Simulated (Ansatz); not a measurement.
```yaml
crystal:
  periodic: [false, false, false]
  atoms:
    - {symbol: O, position_ang: [0.017071, 1.210214, 1.560311]}
    - {symbol: Si, position_ang: [0.680996, 0.014400, 0.551562]}
    - {symbol: O, position_ang: [0.793361, 0.269807, -1.167456]}
    - {symbol: C, position_ang: [-0.296511, -0.754825, -0.874039]}
    - {symbol: Cl, position_ang: [-2.015850, -0.125546, -1.223762]}
    - {symbol: H, position_ang: [-0.833972, 1.653889, 1.246824]}
    - {symbol: H, position_ang: [1.902321, -0.587045, 1.273250]}
    - {symbol: H, position_ang: [-0.150710, -1.740745, -1.425385]}
basis:
  gaussian: {orbitals: def2-SVPD}
hamiltonian: {xc: {name: HF}}
correlation: {active_space: {window: {electrons: 3, orbitals: 2}}}
output: {forces: true}
```

```sh
$ ansatz run in.yaml --threads 2 --pin off --events-out ev --progress --plain --max-ram 4352MiB
```

It prints (some lines left out):

```
Functional definition: HF
1357 factors; integrals over basis functions are off by at most 1.1e-3 eV
mean field evaluation 1: about -25503.1711 eV, gradient 4.7e1 eV
mean field evaluation 2: about -25503.3415 eV, gradient 4.7e1 eV
mean field evaluation 4: about -25507.9621 eV, gradient 4.1e0 eV
mean field evaluation 8: about -25508.0377 eV, gradient 4.8e-1 eV
mean field evaluation 16: about -25508.0394 eV, gradient 1.9e-6 eV
mean field -25508.03937230 eV, -937.4031569618 hartree, gradient 1.9e-6 eV, S^2 0.000000; 0 other end points of the search recorded, 0 dependent functions left out
reference -25508.03937230 eV, -937.4031569618 hartree; 28, 28 occupied and 113, 113 virtual orbitals, 1357 factors
Error: 3 electrons in 2 orbitals form no window around the highest filled level of the reference
```

Q: Something in this input is off. What?

A: The active space doesn't fit the electrons. The run stopped with an error.
